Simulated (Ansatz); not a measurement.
Redistribution: CHBrClF + C2H5Br → CH2ClF + C2H4Br2

Species: CHBrClF (bromochlorofluoromethane) `FC(Cl)Br`, singlet; C2H5Br (bromoethane) `CCBr`, singlet; CH2ClF (chlorofluoromethane) `FCCl`, singlet; C2H4Br2 (1,1-dibromoethane) `CC(Br)Br`, singlet. The partners trade Br for H; both sit on C, so the bond types are kept.

Shapes, held fixed at every level: PBE0-D4/def2-TZVP. Programs: Ansatz 0.2.0. The zero-point and thermal change to 298 K, harmonic and unscaled (PBE0-D4/def2-TZVP), is +1.0 kJ/mol.

**What was measured.** Tabulated heats of formation (Active Thermochemical Tables): CHBrClF -231.8; C2H5Br -63.1; CH2ClF -263.7; C2H4Br2 -36.3 kJ/mol, which give ΔH(298 K) = -5.1 kJ/mol.

```tsv
level	kind	ΔH (kJ/mol)	computed − measured
PBE0-D4/def2-TZVPP	global hybrid	-0.5	+4.6
wB97X-V/def2-TZVPP	range-separated hybrid	-1.2	+3.8
B2PLYP/def2-TZVPP	double hybrid	-1.9	+3.2
MP2/def2-SVP	perturbation theory	-3.9	+1.2
MP2/def2-TZVPP	perturbation theory	-7.9	-2.8
CCSD/def2-SVP	coupled cluster or CI	-2.3	+2.8
CCSD/def2-TZVPP	coupled cluster or CI	-5.0	0.0
CCSD(T)/def2-TZVPP	coupled cluster or CI	-5.0	+0.1
```

Nearest: CCSD/def2-TZVPP (0.0); farthest: PBE0-D4/def2-TZVPP (+4.6). 8 of 8 levels lie within 10 kJ/mol. Relativity is left out for Br. Outer-core shells of Br are correlated, in sets that cover them unevenly.
